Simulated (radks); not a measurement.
The numbers below are computed, except where a source is named.
Spherical jellium clusters: N electrons in a uniform positive sphere of charge N and radius rs N^(1/3), rs = 4.89 bohr. Level of theory: non-relativistic Kohn-Sham, LDA (Slater exchange, Perdew-Wang correlation), spin-polarised, spherical densities (a radial shooting solver with Libxc functionals). Levels are named by radial order and angular momentum (1s, 1p, 1d, 2s, ...), and open shells are averaged over m.

N = 7, configuration 1s2 1p(up 3, down 2). This is the lowest configuration that the search found. Occupied and some empty levels:

| level | occupation | eigenvalue (eV) | <r> (bohr) |
|---|---|---|---|
| 1s up | 1 | -3.6381 | 6.281 |
| 1s down | 1 | -3.4919 | 6.301 |
| 1p up | 3 | -2.7444 | 7.513 |
| 1p down | 2 | -2.6039 | 7.584 |
| 1d up | 0 | -1.6437 | 8.681 |
| 1d down | 0 | -1.5245 | 8.799 |
| 2s up | 0 | -1.2162 | 8.601 |
| 2s down | 0 | -1.1405 | 8.742 |
| 1f up | 0 | -0.47448 | 10.27 |
| 1f down | 0 | -0.38904 | 10.50 |

Energy (eV): total -12.1935, kinetic 8.4169, external -168.60, Hartree 83.415, exchange-correlation -20.953, background 85.524.
